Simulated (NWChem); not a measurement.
Species: ethylene carbonate (C3H4O3); SMILES C1(=O)OCCO1

```xyz
10

O      0.0000     0.0000    -2.0567
C      0.0000     0.0000    -0.8619
O      0.0000    -1.1184    -0.0859
C      0.0000    -0.7736     1.3017
C      0.0000     0.7736     1.3017
O      0.0000     1.1184    -0.0859
H      0.8911    -1.2003     1.7706
H     -0.8911    -1.2003     1.7706
H     -0.8911     1.2003     1.7706
H      0.8911     1.2003     1.7706
```
Atoms are numbered in this order, from 1.

This is a stationary point of B3LYP/6-31G* (spherical d) (NWChem), point group C2v. 

Question: Is it a minimum? If not, what does it relax to?

Answer: No. It has an imaginary frequency of 112i cm⁻¹. Following that mode (on a finer grid) lowers the energy by 0.3 kcal/mol and ends, with real frequencies alone, at point group C2:
```xyz
10

O      0.0000     0.0000    -2.0365
C      0.0000     0.0000    -0.8418
O      0.0953    -1.1143    -0.0618
C     -0.1193    -0.7583     1.3096
C      0.1193     0.7583     1.3096
O     -0.0953     1.1143    -0.0618
H      0.5841    -1.3148     1.9320
H     -1.1450    -1.0233     1.5892
H     -0.5841     1.3148     1.9320
H      1.1450     1.0233     1.5892
```
